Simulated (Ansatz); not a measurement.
Program: Ansatz 0.2.0.

A structure relaxed at PBE0-D4/def2-TZVP, charge 0, multiplicity 1:

| atom | x (Å) | y (Å) | z (Å) |
| --- | --- | --- | --- |
| C1 | -0.9240 | 1.7634 | -1.2891 |
| Si2 | -0.9455 | -0.0642 | -0.9204 |
| N3 | 0.2205 | -0.5166 | 0.2789 |
| Si4 | 1.5794 | -1.4976 | -0.1370 |
| Ge5 | -0.0062 | 0.0227 | 2.0349 |
| H6 | -1.1645 | 2.3471 | -0.3965 |
| H7 | -1.6620 | 2.0090 | -2.0575 |
| H8 | 0.0602 | 2.0760 | -1.6458 |
| H9 | -0.6071 | -0.8376 | -2.1497 |
| H10 | -2.3153 | -0.4516 | -0.4781 |
| H11 | 1.1897 | -2.8890 | -0.4952 |
| H12 | 2.3292 | -0.9265 | -1.2889 |
| H13 | 2.4824 | -1.5523 | 1.0465 |
| H14 | -0.0396 | -1.2098 | 2.9541 |
| H15 | -1.3454 | 0.7767 | 2.0939 |
| H16 | 1.1484 | 0.9505 | 2.4499 |

(1) Give its formula and SMILES.

(2) Point group (tolerance 0.08 Å, 0.16 Å for H)?

(3) Summarise the bond lengths by kind.

## Answers

(1) CH11GeNSi2, `C[SiH2][N]([SiH3])[GeH3]`.

(2) C1.

(3) 1 × C–Si 1.865 Å; 3 × C–H 1.093 Å; 2 × N–Si 1.727 to 1.733 Å; 5 × H–Si 1.488 to 1.491 Å; 1 × Ge–N 1.851 Å; 3 × Ge–H 1.538 Å.
